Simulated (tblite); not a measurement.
Isomers of C5H9N2Si (doublet state). Computed with GFN2-xTB (tblite): harmonic, unscaled wavenumbers at the GFN2-xTB geometry, gas phase. Errors from tens to a few hundred cm⁻¹ against measured bands are possible. Modes of hydrogen on silicon can be 10 to 20 % off. One conformer each. Open shells enter through the occupations alone, without spin polarisation, and single modes of such species can be off by tens of per cent.

Electronic energies: GFN2-xTB at the same geometries; isomer energies are rough at this level and their order can be wrong.

```tsv
SMILES	electronic energy, lowest = 0 (kcal/mol)
CC[SiH]n1ccnc1	0.0
C[CH][SiH2]n1ccnc1	5.7
[SiH3]CC1=C[N]CN=C1	15.9
```

Task: How do GFN2-xTB zero-point energies change the relative energies?

Result: 
```csv
SMILES,ZPE (kcal/mol),of it from modes above 1550 cm⁻¹,electronic (kcal/mol),"with ZPE, lowest = 0 (kcal/mol)",lowest mode (cm⁻¹),rings
CC[SiH]n1ccnc1,83.1,38.3,0.0,0.0,15,1
C[CH][SiH2]n1ccnc1,79.6,37.1,5.7,2.3,21,1
[SiH3]CC1=C[N]CN=C1,78.1,37.3,15.9,11.0,56,1
```

The zero-point energies span 5.0 kcal/mol, from `[SiH3]CC1=C[N]CN=C1` to `CC[SiH]n1ccnc1`. The order is unchanged.
